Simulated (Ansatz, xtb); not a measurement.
# Ranking isomers of C2H10F2Si3

3 gas-phase structures of C2H10F2Si3, from a drawn sample of its isomers (lower ones may exist). Each was relaxed with GFN2-xTB; where two conformers were screened, the lower at r2SCAN-D4/def2-SVP is listed:

A. `FC(F)C[SiH]([SiH3])[SiH3]`, a singlet
B. `F[SiH2][C@@](F)([SiH3])C[SiH3]`, a singlet
C. `FC(F)C([SiH3])([SiH3])[SiH3]`, a singlet

Problem. Which do you expect lowest at r2SCAN-D4/def2-SVP, and how would the others follow?

Solution. Calculated order at r2SCAN-D4/def2-SVP: B (0.000), A (0.736), C (0.895) eV.

Energies above the lowest of each column, in eV; the last columns are at PBE-D3(BJ)/def2-SVP geometries:

| structure | GFN2-xTB | HF/STO-3G | r2SCAN-D4/def2-SVP | PBE-D3(BJ)/def2-SVP | CCSD(T)/def2-SVP + ΔMP2/def2-TZVPP |
| --- | --- | --- | --- | --- | --- |
| B | 0.000 | 0.304 | 0.000 | 0.000 | 0.000 |
| A | 2.048 | 0.000 | 0.736 | 0.596 | 1.157 |
| C | 1.438 | 0.512 | 0.895 | 0.900 | 1.157 |

CCSD(T)/def2-SVP + ΔMP2/def2-TZVPP puts B lowest; HF/STO-3G picks A. Flexible structures stand in one conformer each, not always the lowest. The ΔMP2 step shifts differences by up to 0.283 eV, which makes them less sure. ΔMP2 is the change of the MP2 energy from the smaller to the larger basis.

Programs: Ansatz 0.2.0, xtb 6.7.1.
